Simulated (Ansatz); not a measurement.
Hg₅Te₅H₁₈⁻. Total charge -1; doublet. Geometry PBE-D4/def2-SVP, that of the neutral singlet; atoms count from 1.

Cartesian coordinates in Å:
```
Hg -3.487 -2.901 1.249
Hg 1.271 -3.915 -4.740
Hg -2.084 -0.747 4.110
Hg 3.017 4.665 2.925
Hg -0.885 1.419 -1.384
Te -0.918 -0.397 0.675
Te 1.206 -0.565 -3.253
Te -1.199 -3.111 -1.835
Te 1.940 2.936 -0.120
Te -0.130 2.376 2.998
H -2.478 -3.652 2.352
H -4.527 -2.163 0.170
H 2.062 -4.538 -3.409
H 0.478 -3.339 -6.089
H -0.671 -1.165 4.889
H -3.527 -0.345 3.360
H 3.611 3.244 3.570
H 2.438 6.108 2.323
H -1.244 2.539 -2.556
H 0.729 -0.713 0.539
H 1.983 -1.115 -1.871
H 2.450 0.569 -3.476
H -1.588 -4.164 -3.112
H -2.428 -2.083 -2.335
H 2.496 1.463 0.459
H 2.941 2.757 -1.481
H -0.041 3.813 3.905
H -1.417 3.025 2.137
```

In the def2 sets Hg, Te take a core potential; there is no spin–orbit coupling. Single mean-field runs in def2-TZVP are fitted with def2-universal-jkfit. The highest occupied level of the charge -1 doublet lies above zero (up to 0.28 eV). By energy differences its removal costs 0.79 eV (vertical, to the charge 0 singlet, at PBE0-D4/def2-TZVP); self-interaction error and the lack of diffuse functions both raise the level. In the doublet geometry the species has come apart into loosely held pieces.

(1) Estimate the Mulliken populations from the PBE0/def2-TZVP orbitals of Ansatz.

(2) Where does the spin sit?

(3) And the Mayer bond orders between bonded heavy atoms (over 0.3)?

Answers

(1) 
```csv
atom,charge (e),spin (α − β),d electrons
Hg1,0.14,0.03,9.86
Hg2,0.13,0.02,9.85
Hg3,0.14,0.04,9.85
Hg4,0.13,0.02,9.85
Hg5,0.20,0.16,9.88
Te6,-0.47,0.14,–
Te7,-0.18,0.10,–
Te8,-0.14,0.02,–
Te9,-0.17,0.09,–
Te10,-0.13,0.02,–
H11,-0.12,0.00,–
H12,-0.12,0.00,–
H13,-0.11,0.00,–
H14,-0.12,0.00,–
H15,-0.12,0.00,–
H16,-0.12,0.00,–
H17,-0.11,0.00,–
H18,-0.12,0.00,–
H19,-0.11,0.05,–
H20,0.04,0.06,–
H21,0.05,0.07,–
H22,0.02,0.03,–
H23,0.02,0.01,–
H24,0.09,0.01,–
H25,0.05,0.07,–
H26,0.02,0.03,–
H27,0.02,0.01,–
H28,0.08,0.01,–
```
Mulliken values and Mayer orders depend strongly on the basis.

(2) Summed by element: Hg 0.25, Te 0.38, H 0.37, of 1 unpaired in all. Largest on single atoms: Hg5 0.16, Te6 0.14, Te7 0.10.

(3) Hg5–Te6 0.68 (2.75 Å).
